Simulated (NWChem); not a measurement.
System: CH₃FN₂OSi; SMILES N[Si@H](F)OC#N

NWChem printed, in part:

```
             Northwest Computational Chemistry Package (NWChem) 7.3.0
             --------------------------------------------------------

 C1  symmetry detected

                             Geometry "geometry" -> ""
                             -------------------------

 Output coordinates in angstroms (scale by  1.889725989 to convert to a.u.)

  No.       Tag          Charge          X              Y              Z
 ---- ---------------- ---------- -------------- -------------- --------------
    1 N                    7.0000     0.13256743     3.03099194    -0.00802072
    2 C                    6.0000    -0.09771006     1.91605931     0.09881253
    3 O                    8.0000    -0.38566572     0.70359585     0.23507107
    4 Si                  14.0000     0.04947746    -0.74782355    -0.38840774
    5 N                    7.0000    -1.14917377    -1.76370407     0.26266925
    6 F                    9.0000     1.43622531    -1.17755303     0.28086318
    7 H                    1.0000     0.30630601    -0.63901987    -1.80869697
    8 H                    1.0000    -1.01163129    -2.75948001     0.26378329
    9 H                    1.0000    -2.12555651    -1.53013082     0.19886994

 Effective nuclear repulsion energy (a.u.)     290.5990935387

                                Z-matrix (autoz)
                                --------

 Units are Angstrom for bonds and degrees for angles

[...]

      ----------------------
      Optimization converged
      ----------------------

  Step       Energy      Delta E   Gmax     Grms     Xrms     Xmax
  ---- ---------------- -------- -------- -------- -------- --------
@   57    -613.26484491 -1.0D-08  0.00015  0.00003  0.00047  0.00123
                                     ok       ok       ok       ok

                                Z-matrix (autoz)
                                --------

 Units are Angstrom for bonds and degrees for angles

[...]

 Rotational Constants
 --------------------
 A=   0.217196 cm-1  (  0.312490 K)
 B=   0.060407 cm-1  (  0.086910 K)
 C=   0.050469 cm-1  (  0.072612 K)

 Temperature                      =   298.15K
 frequency scaling parameter      =   1.0000

 Zero-Point correction to Energy  =   32.164 kcal/mol  (  0.051257 au)
 Thermal correction to Energy     =   36.987 kcal/mol  (  0.058942 au)
 Thermal correction to Enthalpy   =   37.579 kcal/mol  (  0.059886 au)

 Total Entropy                    =   87.756 cal/mol-K
   - Translational                =   39.874 cal/mol-K (mol. weight = 105.9999)
   - Rotational                   =   27.278 cal/mol-K (symmetry #  =        1)
   - Vibrational                  =   20.604 cal/mol-K

 Cv (constant volume heat capacity) =   24.688 cal/mol-K
   - Translational                  =    2.979 cal/mol-K
   - Rotational                     =    2.979 cal/mol-K
   - Vibrational                    =   18.729 cal/mol-K

[normal modes left out]

 ----------------------------------------------------------------------------
 Normal Eigenvalue ||           Projected Infra Red Intensities
  Mode   [cm**-1]  || [atomic units] [(debye/angs)**2] [(KM/mol)] [arbitrary]
 ------ ---------- || -------------- ----------------- ---------- -----------
    1       -0.000 ||    0.003444           0.079         3.357       0.470
    2       -0.000 ||    0.006377           0.147         6.216       0.871
    3       -0.000 ||    0.001588           0.037         1.548       0.217
    4       -0.000 ||    0.001164           0.027         1.134       0.159
    5       -0.000 ||    0.000086           0.002         0.084       0.012
    6        0.000 ||    0.001022           0.024         0.996       0.140
    7       35.381 ||    0.003843           0.089         3.746       0.525
    8       77.969 ||    0.016473           0.380        16.059       2.250
    9      106.507 ||    0.004006           0.092         3.905       0.547
   10      265.408 ||    0.109907           2.536       107.143      15.011
   11      301.411 ||    0.018941           0.437        18.465       2.587
   12      336.197 ||    0.072293           1.668        70.474       9.874
   13      346.362 ||    0.050653           1.169        49.380       6.918
   14      520.615 ||    0.007903           0.182         7.704       1.079
   15      536.348 ||    0.015638           0.361        15.245       2.136
   16      676.456 ||    0.058116           1.341        56.654       7.938
   17      740.849 ||    0.051550           1.189        50.253       7.041
   18      828.169 ||    0.071345           1.646        69.551       9.744
   19      881.381 ||    0.222526           5.134       216.929      30.393
   20      897.752 ||    0.082960           1.914        80.874      11.331
   21     1011.207 ||    0.249471           5.755       243.197      34.073
   22     1241.674 ||    0.276748           6.385       269.788      37.799
   23     1529.143 ||    0.093308           2.153        90.961      12.744
   24     2354.223 ||    0.083278           1.921        81.183      11.374
   25     2442.938 ||    0.297413           6.862       289.933      40.621
   26     3637.361 ||    0.088228           2.035        86.009      12.050
   27     3742.521 ||    0.088551           2.043        86.324      12.094
 ----------------------------------------------------------------------------
```

Level: PBE0/def2-SVP. 

Q: Reconstruct the input file.

A: One answer among several that fit: the input that was run:
```
start job
memory heap 200 mb stack 900 mb global 1100 mb
geometry units angstroms
  N      2.754375    -0.591527    -1.025002
  C      1.640283    -0.413082    -0.839335
  O      0.411541    -0.226057    -0.675728
  Si    -0.673540    -0.141207     0.549055
  N     -2.143509    -0.144724    -0.306432
  F     -0.536875     1.297895     1.231674
  H     -0.357979    -1.106085     1.580778
  H     -2.988243     0.147856     0.153253
  H     -2.333780    -0.829032    -1.018801
end
basis spherical
  * library def2-svp
end
dft
  xc pbe0
  iterations 150
end
driver
  maxiter 120
end
task dft optimize
task dft freq
```
